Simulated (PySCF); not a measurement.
C6H7N3.
Z-matrix (Å and degrees, GFN2-xTB geometry), rows numbered from 1:
```
C 
C   1  1.3270
C   2  1.4548  1  123.83
C   3  1.3966  2  123.06  1   -30.31
N   4  1.3225  3  122.15  2   179.75
N   5  1.2906  4  120.17  3     2.12
N   6  1.2889  5  122.10  4    -1.35
C   7  1.3283  6  121.64  5    -0.68
C   8  1.4907  3  123.18  2    -2.17
H   1  1.0772  2  122.04  3    -1.48
H   1  1.0761  2  121.56  3  -179.99
H   2  1.0817  1  120.29  3   179.02
H   4  1.0814  3  121.87  2    -1.13
H   9  1.0888  8  110.52  3   -53.14
H   9  1.0898  8  110.09  3    66.50
H   9  1.0863  8  109.11  3  -173.91
```

Method: PySCF 2.14.0, density-fitted response routines, TDDFT CAM-B3LYP/def2-SVPD, vertical, gas phase, core orbitals frozen in the response.

What does the calculation give for the low-lying excited states?

| state | E (eV) | λ (nm) | ν̃ (cm⁻¹) | f | \|μ\| (D) | main configurations (H = HOMO, L = LUMO) |
| --- | --- | --- | --- | --- | --- | --- |
| S1 | 3.46 | 358.1 | 27930 | 0.0036 | 0.53 | H→L (90%) |
| S2 | 4.08 | 303.9 | 32900 | 0.0012 | 0.28 | H→L+1 (70%), H-1→L (20%), H-2→L (8%) |
| S3 | 4.15 | 299.0 | 33450 | 0.0032 | 0.45 | H-1→L (45%), H→L+1 (29%), H-2→L (19%) |
| S4 | 4.67 | 265.6 | 37660 | 0.0055 | 0.56 | H-1→L+1 (72%), H-2→L+1 (26%) |
| S5 | 5.34 | 232.3 | 43050 | 0.279 | 3.71 | H-2→L (60%), H-1→L (24%) |
| S6 | 5.66 | 219.1 | 45630 | 0.091 | 2.06 | H-2→L+1 (40%), H-3→L (26%), H-1→L+1 (15%) |
| S7 | 6.64 | 186.8 | 53530 | 0.090 | 1.89 | H-3→L (38%), H→L+3 (19%), H→L+2 (12%) |
| S8 | 6.70 | 185.1 | 54020 | 0.062 | 1.56 | H→L+3 (26%), H-3→L (23%), H→L+2 (19%) |

Triplets, Tamm–Dancoff:

| state | E (eV) | λ (nm) | main configurations (H = HOMO, L = LUMO) |
| --- | --- | --- | --- |
| T1 | 2.60 | 477.2 | H→L (79%), H→L+3 (11%) |
| T2 | 3.41 | 363.4 | H-1→L (57%), H-2→L (29%) |
| T3 | 3.55 | 349.5 | H→L+1 (66%), H-2→L (20%) |

The lowest singlet comes at 358 nm (334 kJ/mol) in the ultraviolet; it is very weak; its leading configuration is HOMO→LUMO (90%). The most intense listed level is S5 at 5.34 eV (232 nm, f = 0.279), 1.87 eV above S1. Löwdin shares by element: HOMO nitrogen 86%, carbon 5% or more; LUMO carbon 43% or more, nitrogen 18% or more (atoms not listed hold the other 39%). The oscillator strengths of these states sum to 0.535; summed over the whole spectrum of an exact calculation they would give the number of electrons, 64 (Thomas–Reiche–Kuhn). Weighted by f, the mean energy of these states is 5.74 eV. The listed states span 3.24 eV, and the widest gap between neighbours is 0.98 eV (S6 to S7). No computed singlet lies in the visible range (380 to 750 nm); the lowest, at 358 nm, stands 0.20 eV above its violet end (3.26 eV); a Tamm–Dancoff triplet lies at 477 nm, without intensity as long as spin–orbit coupling is left out. The window holds the lowest 8 singlets.

One conformer stands for the species.
